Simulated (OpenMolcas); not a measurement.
Pr4+ with 6 ligands (chloride, bromide on the axis) in tetragonal octahedral coordination (D4h). The axial distance is 1.057 times the equatorial one, R.

```
Program             : OpenMolcas
Method              : CASSCF
Basis               : ANO-RCC-VDZP [7s6p4d2f1g]
Scalar Hamiltonian  : DKH2, point nucleus
Active space        : 1 electron in 7 orbitals (4f)
State averaging     : 2S+1 = 2 odd, 7 roots
Spin-orbit coupling : state interaction with AMFI integrals over the reference wave functions
```

All ligands move together. At R = 2.48 Å the width of the lowest J multiplet is 1328 cm-1, and at R = 2.61 Å it is 1067 cm-1.

Question: A third run gives 905 cm-1. What distance was it run at?

Answer: With a power law R^-n the two known points give n = -ln(1067 / 1328) / ln(2.61 / 2.48) = 4.28. Then R = 2.48 × (1328 / 905)^(1/4.28) = 2.712 Å. The run was at 2.72 Å, so the estimate is off by -0.008 Å.

No measured value stands beside these numbers; the geometry is a model, was not optimised and need not be the one that this ion takes.
